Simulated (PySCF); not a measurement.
## Correlation energy of Pt⁺ (platinum, charge +1)

Starting occupation: [Xe] 4f14 5d9, 5d3/2 with m_j = -3/2, -1/2, +1/2, +3/2, 5d5/2 with m_j = -3/2, -1/2, +1/2, +3/2, +5/2. Calculation: PySCF 2.14, in x2c-QZVPPall-2c (16s16p12d7f2g, 191 functions); X2C-1e with screened-nucleus spin-orbit coupling, Gaussian nucleus. Frozen: [Kr] 4d10 4f14; 17 electrons correlated; the 58 highest virtual spinors left out.

MP2 pair energies summed by pair of shells (mhartree):

```json
{"pair": "5d-5d", "energy": "-263.70", "share (%)": "48.2"}
{"pair": "5d-5p", "energy": "-171.69", "share (%)": "31.4"}
{"pair": "5p-5p", "energy": "-51.84", "share (%)": "9.5"}
{"pair": "5d-5s", "energy": "-29.08", "share (%)": "5.3"}
{"pair": "5p-5s", "energy": "-27.00", "share (%)": "4.9"}
{"pair": "5s-5s", "energy": "-4.24", "share (%)": "0.8"}
```

Total MP2 correlation energy: -547.54 mhartree.

The GHF reference relaxed away from the jj start to a determinant that is no pure jj level (⟨S²⟩ = 1.27, ⟨J²⟩ = 10.69); the energies belong to that determinant.

This basis was not built for core-valence correlation, so the inner-shell part is incomplete.
